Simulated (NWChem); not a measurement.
Species: C2H5BN2O; SMILES C(=O)=NB(N)C

```xyz
11

C     -1.4260     1.5022     0.0007
B      0.0593     0.9542     0.0013
N      1.1805     1.8048     0.0008
N      0.3092    -0.4756    -0.0008
C      0.0837    -1.6628    -0.0009
O     -0.0695    -2.8380    -0.0012
H     -1.9660     1.1492    -0.9036
H     -1.9891     1.0995     0.8691
H     -1.4948     2.6080     0.0298
H      2.1390     1.4555    -0.0017
H      1.1019     2.8203     0.0026
```
Atoms are numbered in this order, from 1.

Level: PBE-D3(BJ)/def2-SVP (NWChem), optimised geometry, unscaled harmonic frequencies. 

**Question.** List the harmonic frequencies with IR intensities, and the thermochemistry.

**Answer.** 
```tsv
frequency (cm⁻¹)	IR intensity (km/mol)
53	0.4
92	0.5
124	2.5
309	0.8
382	4.7
432	12.7
489	140.3
559	19.7
583	20.7
616	14.8
651	8.4
820	2.5
827	4.1
861	15.1
1136	168.2
1262	62.9
1330	123.1
1386	4.1
1403	8.7
1518	50.4
1559	229.4
2407	1224.3
2971	2.9
3051	5.7
3070	18.5
3524	41.2
3635	27.9
```

```yaml
zero_point_energy: 50.1 kcal/mol
thermal correction to the enthalpy at 298.15 K (with zero-point energy): 55.2 kcal/mol
heat capacity Cv: 24.4 cal/(mol K)
entropy at 298.15 K and 1 atm (symmetry number 1): 84.0 cal/(mol K)
dipole_moment: 3.41 D
```

Rigid rotor and harmonic oscillator; modes under 100 cm⁻¹ make the entropy uncertain.
